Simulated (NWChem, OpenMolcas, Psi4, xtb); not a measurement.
# GaSiH4OF (SMILES [F][GaH][O][SiH3]): methods side by side

The species is GaSiH4OF (8 atoms), meant as a singlet with charge 0. SMILES: `[F][GaH][O][SiH3]`. The shape is that of a PBE0-D4/def2-TZVP optimisation. This is one conformer, not always the lowest.

Each level gives the HOMO–LUMO gap (eV). The values are calculated.

```
                              level            kind     program  value (eV)   CPU time
                           GFN1-xTB  semi-empirical         xtb        5.77  under 2 s
    HF/6-31G* (spherical functions)    Hartree–Fock        Psi4       13.80       14 s
 SVWN5/6-31G* (spherical functions)             LDA      NWChem        5.22       42 s
  BLYP/6-31G* (spherical functions)             GGA  OpenMolcas        5.32       62 s
   PBE/6-31G* (spherical functions)             GGA      NWChem        5.39       53 s
 M06-L/6-31G* (spherical functions)        meta-GGA  OpenMolcas        6.00       68 s
  PBE0/6-31G* (spherical functions)   global hybrid      NWChem        7.64       51 s
B2PLYP/6-31G* (spherical functions)   double hybrid  OpenMolcas        9.93       23 s
```

All-electron rows without a relativistic Hamiltonian named are non-relativistic. The values span 5.22 to 13.80 eV. Orbital gaps aren't excitation energies, and those of double hybrids come from the SCF part alone; they tend to grow with the share of exact exchange. CPU times are rough (shared hosts, several kinds of processor and program).
